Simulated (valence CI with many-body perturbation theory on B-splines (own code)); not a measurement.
**Questions on Eu31+**

Computed by relativistic CI+MBPT: four valence electrons over a frozen Dirac-Fock core [Ar] 3d10, radial functions for each j: 11 s, 11 p, 10 d, 8 f, 5 g, 2 h, with the one-electron correlation potential Σ1 (screened to all orders), the two-electron term Σ2, the three-electron term Σ3, Breit, model QED; selected single and double excitations, second order for the rest, scaled by the run's own slope (own B-spline code, finite nucleus).

The last digits are not significant, and no measured levels were compared; by estimate large intervals hold to a few tenths of a per cent, small ones and those within an open d or f shell to about a per cent. Among the levels kept, up to 380 cm⁻¹ of a level comes from second order outside the variational space, and about a tenth of that is noise between levels of different J, which matters for small intervals.

Levels are named by their leading jj configuration (3d3/2^4 stands for four electrons in 3d with j = 3/2), which in mixed levels can hold well under half, so a name can repeat and another be missing.

Rates and lifetimes use the calculated energies. Strong lines usually hold to 10 to 20 %, long lifetimes can be off by a factor of two.

(1) What is the ground level?

(2) Where does the other parity begin?

(3) Among levels below 410.32 eV, which E1 lines absorb most strongly from the ground level?

(4) Name the longest-lived excited levels whose lifetime is computed, and their main decay.

(5) What is the ionisation energy?

Results:

(1) (4s^2 4p1/2^2) J=0, composition 73 % 4s2 4p2 3P + 26 % 4s2 4p2 1S.

(2) At (4s 4p1/2^2 4p3/2) J=2, 105.69 eV.

(3) to (4s^2 4p1/2 4d3/2) J=1 at 7.353 nm, f = 1.15; to (4s 4p1/2^2 4p3/2) J=1 at 10.58 nm, f = 0.462; to (4s 4p1/2 4p3/2^2) J=1 at 7.722 nm, f = 0.306.

(4) (4s^2 4p1/2 4p3/2) J=2 at 39.78 eV lives 214 μs, mostly by E2 to (4s^2 4p1/2^2) J=0; (4s^2 4p3/2 4d5/2) J=4 at 201.25 eV lives 3.45 μs, mostly by M1 to (4s^2 4p1/2 4d5/2) J=3; (4s^2 4p1/2 4p3/2) J=1 at 36.47 eV lives 3.00 μs, mostly by M1 to (4s^2 4p1/2^2) J=0.

(5) 1251 eV; NIST lists 1249 ± 4 eV (theoretical).
